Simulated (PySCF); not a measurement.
**Ga⁻ (gallium, charge -1) across methods**

[Ar] 3d10 4s2 4p2, high-spin 3P determinant. Computed with PySCF 2.14 in aug-cc-pVTZ-PP with ECP10MDF (6s5p4d2f, 55 functions), with scalar relativity through the core potential.

| method | E (hartree) | mean ε 4s α (eV) | mean ε 4s β (eV) | mean ε 4p α (eV) | Σ⟨r²⟩ (bohr²) | ⟨S²⟩ |
| --- | --- | --- | --- | --- | --- | --- |
| r2SCANh | -259.3530 | -4.924 | -3.864 | 1.050 | 85.48 | 2.005 |
| UHF | -258.29973 | -7.875 | -5.642 | -0.513 | 82.61 | 2.013 |
| PBE0 | -259.4284 | -5.298 | -4.175 | 0.843 | 86.30 | 2.003 |
| PBE | -259.4751 | -4.346 | -3.553 | 1.290 | 92.40 | 2.002 |
| LDA | -259.0510 | -4.610 | -3.904 | 1.231 | 92.84 | 2.001 |
| BP86 | -259.6088 | -4.505 | -3.774 | 1.185 | 92.49 | 2.001 |
| r2SCAN | -259.3601 | -4.552 | -3.592 | 1.229 | 86.87 | 2.005 |
| M06-2X | -259.5874 | -5.870 | -4.215 | 0.458 | 81.53 | 2.004 |

Task: Estimate the same row for wB97X-V.

Result: E (hartree) = -259.4178; mean ε 4s α (eV) = -7.540; mean ε 4s β (eV) = -6.244; mean ε 4p α (eV) = -0.440; Σ⟨r²⟩ (bohr²) = 80.89; ⟨S²⟩ = 2.005.

Energies and moments cover only the electrons outside the core potential.

The highest occupied level is positive at r2SCANh, PBE0, PBE, LDA, BP86, r2SCAN, M06-2X: only the finite basis holds that electron, which in a density functional comes from self-interaction.
